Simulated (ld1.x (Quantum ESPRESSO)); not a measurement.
# germanium, TM: configuration errors across variants

- Element: germanium (Ge)
- Generator: ld1.x (Quantum ESPRESSO) 7.5
- Type: norm-conserving Troullier–Martins (Kleinman–Bylander form)
- Functional: LDA (PZ)
- Relativity: scalar-relativistic
- Frozen core: [Ne] 3s2
- Valence charge: 20
- Reference configuration: 3p6 3d10 4s2 4p0.5 (charge +1.5)
- Partial waves: 4s (bound): rc 1.20 bohr; 3p (bound): rc 0.90 bohr; 3d (bound): rc 0.80 bohr
- Local potential: all-electron potential smoothed inside 0.95 bohr (lloc = -1)
- Core correction: none

Occupied shells without a wave of their own: 4p. They enter only through the test configuration that unscreens the potential.

All-electron excitation energies from the reference (eV): (1) 3p6 3d10 4s2 4p2 -14.412; (2) 3p6 3d10 4s2 4p1 -6.776; (3) 3p6 3d10 4s2 4p0 8.940; (4) 3p6 3d10 4s2 4p2.3 -15.340; (5) 3p6 3d10 4s1 4p0 44.158; (6) 3p6 3d9 4s2 4p2 24.534; (7) 3p6 3d10 4s0 4p4 1.947; (8) 3p6 3d10 4s2 4p0.5 spin -0.053; (9) 3p6 3d10 4s2 4p2 spin -14.975.

Spin tests fill each open shell by Hund’s rule, majority spin first.

1 further variants failed, have other tests or too few solved ones, and are left out.

A true bound ghost makes a file unfit for plane-wave use even where its test errors are small: the radial tests pick states by their node count and pass the ghost by.

Errors AE − PS in meV (a dash: test not solved or not reliable):

| change | (1) | (2) | (3) | (4) | (5) | (6) | (7) | (8) | (9) | bound ghosts |
| --- | --- | --- | --- | --- | --- | --- | --- | --- | --- | --- |
| base | -4.7 | -1.9 | +2.2 | -5.2 | -0.9 | -99 | -22 | 0.0 | -4.1 | s |
| wave 3d (bound): rc 0.80 bohr becomes 3d (bound): rc 0.66 bohr | -4.6 | -1.8 | +2.2 | -5.1 | -1.0 | -106 | -22 | +0.1 | -4.0 | s |
| wave 3d (bound): rc 0.80 bohr becomes 3d (bound): rc 0.76 bohr | -4.7 | -1.9 | +2.1 | -5.2 | -1.0 | -102 | -22 | 0.0 | -4.1 | s |
| wave 3d (bound): rc 0.80 bohr becomes 3d (bound): rc 0.82 bohr | -4.7 | -1.9 | +2.1 | -5.2 | -0.9 | -98 | -22 | 0.0 | -4.1 | s |
| wave 3d (bound): rc 0.80 bohr becomes 3d (bound): rc 0.88 bohr | -4.7 | -1.9 | +2.1 | -5.2 | -0.8 | -90 | -22 | +0.1 | -4.1 | s |
| wave 3d (bound): rc 0.80 bohr becomes 3d (bound): rc 0.96 bohr | -4.7 | -1.9 | +2.1 | -5.3 | -0.8 | -80 | -22 | +0.1 | -4.1 | s |
| wave 3d (bound): rc 0.80 bohr becomes 3d (bound): rc 1.06 bohr | -4.8 | -1.9 | +2.1 | -5.3 | -0.6 | -57 | -22 | +0.1 | -4.1 | s |
| wave 3d (bound): rc 0.80 bohr becomes 3d (bound): rc 1.14 bohr | -4.9 | -2.0 | +2.1 | -5.4 | -0.5 | -32 | -22 | +0.1 | -4.1 | s |
| wave 3d (bound): rc 0.80 bohr becomes 3d (bound): rc 1.18 bohr | -4.9 | -2.0 | +2.0 | -5.4 | -0.6 | -21 | -21 | +0.1 | -4.1 | s |

**Question.** Give the same row for: wave 3d (bound): rc 0.80 bohr becomes 3d (bound): rc 0.62 bohr.

**Answer.** -4.6, -1.8, +2.2, -5.1, -1.0, -106, -22, +0.1, -4.0; bound ghosts: s.
